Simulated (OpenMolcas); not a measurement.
# Fe5+: effect of the IPEA shift

| Property | Result |
| --- | --- |
| Program | OpenMolcas 26.06 |
| Basis | ANO-RCC-VTZP [6s5p3d2f1g] |
| Scalar Hamiltonian | DKH2, point nucleus |
| Active space | 3 electrons in 10 orbitals (3d 4d) |
| State averaging | 2S+1 = 4 even, 10 roots; 2S+1 = 2 even, 40 roots |
| Spin-orbit coupling | RASSI with atomic mean-field integrals over the reference wave functions, term energies averaged over their components |

Methods on the same reference wave functions:
A. CASSCF
B. MS-CASPT2, IPEA 0 Eh, imaginary shift 0.1 Eh (closed shells correlated: 3s 3p)
C. MS-CASPT2, IPEA 0.25 Eh, imaginary shift 0.1 Eh (closed shells correlated: 3s 3p)

Energies in cm⁻¹ above 3d³ ⁴F_3/2, the measured ground level; measured values from Corliss and Sugar, J. Phys. Chem. Ref. Data 11, 135 (1982).

```csv
Level,A,B,C,Measured
3d³ ⁴F_3/2,0.0,0.0,0.0,0.0
3d³ ⁴F_5/2,541,545,545,511
3d³ ⁴F_7/2,1273,1279,1278,1188
3d³ ⁴F_9/2,2172,2170,2170,2001
3d³ ⁴P_1/2,22954,19530,19650,18738
3d³ ⁴P_3/2,23157,19720,19850,18942
3d³ ²G_7/2,23506,21040,21330,20616
3d³ ⁴P_5/2,23840,20420,20540,19611
3d³ ²G_9/2,24241,21790,22080,21315
3d³ ²P_1/2,31077,27160,27450,26496
3d³ ²H_9/2,31089,29530,29730,28724
3d³ ²P_3/2 [64 %],31136,27010,27310,26215
3d³ ²H_11/2,31636,30090,30290,29203
3d³ ²D_3/2(1) [66 %],34058,29570,29880,28628
3d³ ²D_5/2(1),34334,29580,29930,28484
3d³ ²F_7/2,53310,47700,48020,46217
3d³ ²F_5/2,53624,48010,48330,46604
3d³ ²D_5/2(2),82476,75100,75290,71708
3d³ ²D_3/2(2),82814,75400,75610,72049
```

Deviations, from unrounded energies. A percentage is the sum of absolute deviations over the sum of measured energies, with the sign that they share, or ± where signs differ.

```
                        Against measurement  Levels      A     B     C
             mean absolute deviation (cm-1)      18   4400  1000  1200
      fine structure of the ground term (%)       3   +7.7  +8.1  +8.1
other terms of the ground configuration (%)      15  +15.8  +3.6  +4.3
```

B lies closest to measurement on these levels and A furthest from it. The largest miss of B in the table is 3d³ ²D_5/2(2), by +3400 cm-1. The ranking rests on the paired levels alone, and a cruder setting can come out closer through cancelling errors.

Between B and C the level of the table that moves most is 3d³ ²D_5/2(1), by 340 cm-1 (lowest in B, highest in C). Moves below CASPT2's spread within the term are not significant.

The mean deviations of B to C differ by less than CASPT2's widest spread within a term (580 cm-1), so their order carries little weight.

From A to B the spin-free energies of the other terms of 3d³ shown, above ⁴F, scale by factors of 0.85 to 0.95, as is usual when dynamic correlation screens the repulsion within a d or f shell.

The lowest spin-free term lies below A's lowest term by 0.295 hartree in B, 0.291 hartree in C.

CASPT2 does not keep the components of a term degenerate, so their means are used; among the terms shown or strongly mixed into the levels shown the widest spread is 580 cm-1 (3d³ ⁴F, C). Active for correlation alone: 4d; no level in the range computed is led by a configuration that fills it, so any true level of that kind is missing. Without dynamic correlation excited terms often stand tens of per cent too high (terms of higher spin than the ground term too low), and those without a measured partner can miss by more than the paired ones (holds for A). Computed and measured levels are paired by configuration, term and J; levels that our copy of the source lacks, or whose pairing is in doubt (as where it misses far off the trend of its configuration), stay unpaired and out of the deviations. Levels of configurations outside the active space are missing.

A share in square brackets marks a mixed level and gives the weight of the term that names it, the lowest over the columns. A number in round brackets counts repeated terms of one configuration in the order of the reference energies.
